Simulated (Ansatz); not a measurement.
`CC(F)(CF)C(F)F` → `F[C]F` + `CC(F)CF` at 600 K and 1 bar (formal loss of a carbene).

Isolated molecules relaxed with PBE0-D4/def2-TZVP in Ansatz; ΔE leaves out vibrations. CCSD(T)/CBS adds triple-zeta CCSD(T) − MP2 to the extrapolated MP2 energy (def2 sets, frozen cores). This one scheme is used for every species. Each species was taken in one conformer, which may not be the lowest.

```tsv
species	CCSD(T)/CBS energy (Eh)	H − E (kJ/mol)	S (J/(mol·K))
`CC(F)(CF)C(F)F`	-554.98520	343.8	489.8
`F[C]F`	-237.54028	42.2	271.0
`CC(F)CF`	-317.34651	286.7	393.6
```

H − E and S are ideal-gas, rigid-rotor, harmonic terms from PBE0-D4/def2-TZVP, for one conformer and one mirror image of each species. 1 Eh = 2625.50 kJ/mol, R = 8.31446 J/(mol·K).

Problem. By hand: ΔE, ΔH, ΔS and ΔG.

Solution. ΔE = (-237.54028) + (-317.34651) − (-554.98520) = 0.09841 Eh = 258.4 kJ/mol. Δ(H − E) = 42.2 + 286.7 − 343.8 = -14.9, so ΔH = 243.5 kJ/mol. ΔS = 271.0 + 393.6 − 489.8 = 174.8 J/(mol·K). ΔG = 243.5 − 600 × (174.8)/1000 = 138.6 kJ/mol.

Problem. By hand: the equilibrium constant, and the temperature at which ΔG would vanish if ΔH and ΔS stayed fixed.

Solution. log₁₀ K = −ΔG/(RT ln 10) = -12.1. ΔG = 0 at ΔH/ΔS = 1393 K.

The number of gas molecules changes by +1, which sets the sign of ΔS. A doubt of 5 kJ/mol in ΔE shifts log₁₀ K by 0.4 here. Other conformers and mirror images would add mixing entropy, several J/(mol·K) or more a flexible species. These are equilibria of isolated gas molecules and say nothing of rates. Largest T1 diagnostic: 0.017 (customary marks: 0.02 for closed shells, 0.045 for open ones).
